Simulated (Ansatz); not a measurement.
Computed with Ansatz on PBE0-D4/def2-TZVP structures; ΔE is electronic, products minus reactants. CCSD(T)/CBS is the MP2 limit (def2-TZVPP, def2-QZVPP) plus CCSD(T) − MP2 in def2-TZVPP, frozen cores. This one scheme is used for every species. DFT in def2-TZVPP. B3LYP here is the variant with VWN-RPA as its local correlation; programs differ in this. Each species was taken in one conformer, which may not be the lowest.

Reaction (cleavage of the Si–B bond): `B[Si](O)(O)F` + HCl → `O[Si](O)(F)Cl` + BH₃

`B[Si](O)(O)F`:

```xyz
9

B     0.899    1.055    0.868
Si   -0.065   -0.220   -0.342
O    -1.681   -0.336   -0.093
O     0.532   -1.726   -0.202
F     0.156    0.339   -1.830
H     1.950    0.793    1.367
H     0.429    2.130    1.100
H    -2.228    0.417   -0.324
H     0.007   -2.452   -0.543
```

HCl:

Z-matrix (Å, degrees):
```
Cl
H 1 1.279
```

`O[Si](O)(F)Cl`:

Z-matrix (Å, degrees):
```
Si
O 1 1.612
F 1 1.584 2 111.4
O 1 1.620 2 108.8 3 120.5
Cl 1 2.024 2 108.3 3 -116.3
H 2 0.959 1 117.9 3 -89.5
H 4 0.958 1 119.1 2 -173.6
```

BH₃:

```xyz
4

B     0.000    0.000    0.000
H    -1.089    0.469   -0.140
H     0.855    0.629    0.545
H     0.233   -1.098   -0.405
```

```csv
level,ΔE (kcal/mol)
B3LYP-D4,-29.0
ωB97X-V,-29.2
MP2/def2-TZVPP,-31.4
CCSD/def2-TZVPP,-29.1
```

Problem. What does CCSD(T)/CBS give? (Best estimate.)

Solution. Ansatz gave: -29.5 kcal/mol. The listed levels differ from it by 0.5, 0.3, -1.9, 0.4 kcal/mol.

Largest T1 diagnostic among the species: 0.012.

From PBE to PBE0 (25 % exact exchange), in def2-TZVPP and without D4, ΔE moves by −2.1 kcal/mol. In def2-TZVPP, CCSD(T) changes the Hartree–Fock value by +4.0 kcal/mol (the triples alone add +0.2 kcal/mol) and MP2 by +1.5 kcal/mol.
